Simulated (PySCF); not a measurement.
C₆H₃N₃.
Geometry (GFN2-xTB, Å), atoms numbered from 1 in this order:
```xyz
12
C6H3N3 angstrom
C      2.926    0.167    0.556
C      1.828   -0.286    0.387
C      0.541   -0.812    0.191
N      0.267   -2.135    0.108
N     -0.980   -2.308   -0.069
N     -1.579   -1.121   -0.111
C     -0.669   -0.123    0.049
C     -0.974    1.240    0.052
C     -1.229    2.414    0.056
H      3.888    0.557    0.704
H     -2.575   -1.033   -0.244
H     -1.444    3.440    0.059
```

Definitions: NICS(0) = −σiso at the ring centroid; NICS(1) = −σiso and NICS(1)zz = −σzz at ±1 Å along the ring normal z. Level: GIAO PBE0/pcSseg-1 (PySCF, non-relativistic, gas phase) on the GFN2-xTB geometry, one conformer.

Ring bond lengths (Å), with Mayer bond orders in brackets: C3–N4 1.354 (1.30), N4–N5 1.271 (1.51), N5–N6 1.330 (1.20), N6–C7 1.361 (1.08), C7–C3 1.399 (1.34).

Problem. What do the NICS probes read (ppm)?

Solution. 
| ring | type | NICS(0) | NICS(1), two faces | NICS(1)zz, two faces | rms pucker (Å) | centre to ring atoms, mean (Å) |
| --- | --- | --- | --- | --- | --- | --- |
| C3–N4–N5–N6–C7 | 5-membered ring with 3 N; formal bonds all aromatic | -13.3 | -12.5 / -12.5 | -30.7 / -30.7 | 0.00 | 1.14 |

Problem. What do they say, and how far can they be read as aromaticity?

Solution. 
- C3–N4–N5–N6–C7: mean NICS(1)zz -30.7 ppm, shielded. For a flat ring without four-coordinate atoms the NICS criterion counts such a value as aromatic.

Problem. And the bond-length index? Use HOMA with the parameters of Krygowski (1993).

Solution. 
- C3–N4–N5–N6–C7: HOMA 0.92; the largest term is that of N4–N5, α(R − Ropt)² = 0.18. The geometric and the magnetic index point the same way.

Problem. List the ring angles and the Hirshfeld charges of the ring atoms.

Solution. 
- C3–N4–N5–N6–C7: C3 107.5° (+0.025 e), N4 109.8° (-0.118 e), N5 109.0° (-0.064 e), N6 110.5° (-0.002 e), C7 103.3° (+0.040 e); sum 540.0° against 540° for a flat convex ring.

The run took about 60 s of CPU time (one thread, shared machine). This is the whole shielding run at PBE0/pcSseg-1, SCF included.
